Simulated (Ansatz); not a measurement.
(Me)3Sn-O-SiH3 (C3H12OSiSn). Charge 0, multiplicity 1. Geometry r2SCAN-D4/def2-SVP; atoms count from 1.

Cartesian coordinates in Å:
```
C 1.870 1.236 -0.643
C -0.842 -0.384 -2.386
C 0.636 -1.941 0.517
O -1.168 0.849 0.598
Si -1.474 0.967 2.210
Sn 0.195 -0.109 -0.528
H 2.309 1.370 0.356
H 2.640 0.842 -1.322
H 1.528 2.212 -1.018
H -0.196 -0.875 -3.128
H -1.734 -1.006 -2.218
H -1.158 0.594 -2.774
H -0.288 -2.518 0.669
H 1.083 -1.718 1.497
H 1.344 -2.549 -0.065
H -0.293 1.489 2.978
H -2.619 1.899 2.438
H -1.830 -0.359 2.819
```

In the def2 sets Sn takes a core potential; there is no spin–orbit coupling. Another isomer (singlet) lies 0.54 eV lower at PBE0-D4/def2-TZVP; other spin states weren't run for this one.

Estimate the Mulliken populations from the PBE0/def2-TZVP orbitals of Ansatz.


```
atom  charge (e)
  C1       -0.65
  C2       -0.65
  C3       -0.66
  O4       -0.62
 Si5        0.30
 Sn6        1.08
  H7        0.15
  H8        0.14
  H9        0.15
 H10        0.14
 H11        0.15
 H12        0.15
 H13        0.15
 H14        0.15
 H15        0.15
 H16       -0.06
 H17       -0.05
 H18       -0.06
```
Mulliken values depend strongly on the basis.

And the Mayer bond orders between heavy atoms (over 0.3)?

C1–Sn6 0.89 (2.15 Å); C2–Sn6 0.90 (2.15 Å); C3–Sn6 0.89 (2.15 Å); O4–Si5 1.25 (1.64 Å); O4–Sn6 0.73 (2.01 Å).
